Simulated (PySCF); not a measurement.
**One molecule, a ladder of functionals, a line**

Molecule: `N[Si@@H](C#C)O`, C2H5NOSi.

Cartesian coordinates in Å; atom numbers follow the order of the lines, from 1:
```xyz
10

C     2.3328    0.8096   -0.6039
C     1.2198    0.5207   -0.2037
Si   -0.4760    0.1384    0.4094
N    -0.9456   -1.4266   -0.0829
O    -1.4670    1.3277   -0.2063
H     3.3194    1.0526   -0.9572
H    -0.4921    0.1374    1.8964
H    -0.9811   -1.6921   -1.0596
H    -1.5796   -1.9753    0.4837
H    -1.0388    2.1643   -0.4109
```

GIAO shieldings (ppm, equivalent atoms averaged) in PySCF on the PBE0-D3(BJ)/def2-SVP geometry, basis pcSseg-2, gas phase, non-relativistic:

| functional | exact exchange (%) | σ(C2) | σ(Si3) | σ(N4) | σ(O5) |
| --- | --- | --- | --- | --- | --- |
| BLYP | 0 | 84.5 | 369.8 | 218.0 | 245.4 |
| BP86 | 0 | 88.0 | 376.1 | 220.8 | 248.6 |
| PBE | 0 | 87.4 | 376.1 | 221.0 | 248.0 |
| PBE0 | 25 | 91.0 | 390.9 | 227.7 | 258.9 |
| mPW1PW91 | 25 | 90.8 | 390.5 | 227.4 | 259.1 |
| BHandHLYP | 50 | 91.7 | 399.8 | 230.2 | 264.4 |
| HF | 100 | 100.9 | 434.8 | 239.5 | 278.1 |

Q: Fit each shielding as a line in the percentage of exact exchange.

A: σ(C2) = 86.7 + 0.14 x (rms 1.3 ppm); σ(Si3) = 374.2 + 0.59 x (rms 2.7 ppm); σ(N4) = 220.8 + 0.19 x (rms 1.5 ppm); σ(O5) = 248.7 + 0.31 x (rms 2.0 ppm). The functionals also differ in their semilocal parts, which the line can't hold; Hartree–Fock has no correlation at all.

Q: What does the line predict for B3LYP (20 %), and what does the run give?

A: σ(C2): 89.5 predicted, 87.3 computed; σ(Si3): 386.0 predicted, 381.4 computed; σ(N4): 224.6 predicted, 223.6 computed; σ(O5): 254.9 predicted, 254.2 computed ppm.
